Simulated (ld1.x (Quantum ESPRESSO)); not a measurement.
**rubidium (Rb): one change to a TM potential, before and after**

Rb (Z = 37), norm-conserving Troullier–Martins (Kleinman–Bylander form), made with ld1.x (Quantum ESPRESSO) 7.5 (PBE, non-relativistic). Core [Ar] 3d10 4s2, reference 4p6 4d0 5s0 5p0 (charge +1). Waves: 4p (bound): rc 2.20 bohr; 4d (bound, empty): rc 3.15 bohr; 5s (bound, empty): rc 4.10 bohr. Local part: the s channel. Core correction: a·sin(br)/r model core inside 2.25 bohr.

Change: all radii but the core radius scaled by about 0.91 (s 3.72, p 2.00, d 2.86 bohr).

Cutoffs: the cutoffs (Ry, on a coarse ladder) from which the occupation-weighted sum of valence levels, in a spherical-Bessel basis at the reference potential, stays within 10 and 1 mRy of its value at 400 Ry; they do not see the model core or the augmentation charge, which bear on the density cutoff. Errors are all-electron minus pseudo energies relative to the spin-unpolarised reference configuration.

Question: What does the change do?

Answer: The potential gets harder (15 Ry and 30 Ry → 25 Ry and 35 Ry); the errors of the 6 common tests hardly move; neither file shows a bound ghost. A smaller radius makes the pseudo-wave follow the all-electron one further in, where it bends more sharply, so more plane waves are needed.

| quantity | base | changed |
| --- | --- | --- |
| cutoff, loose | 15 Ry | 25 Ry |
| cutoff, tight | 30 Ry | 35 Ry |
| bound ghosts | none | none |
| error for 4p6 4d0 5s1 5p0, meV [ΔE -4.08 eV] | +2.4 | +2.4 |
| error for 4p6 4d0 5s0.5 5p0, meV [ΔE -2.53 eV] | +0.3 | +0.4 |
| error for 4p6 4d0 5s0 5p1, meV [ΔE -2.63 eV] | -135 | -136 |
| error for 4p6 4d0.5 5s0.5 5p0, meV [ΔE -3.01 eV] | -0.7 | -0.7 |
| error for 4p5 4d0 5s1 5p0, meV [ΔE 17.12 eV] | -285 | -286 |
| error for 4p6 4d1 5s0 5p0, meV [ΔE -1.94 eV] | -3.9 | -4.2 |
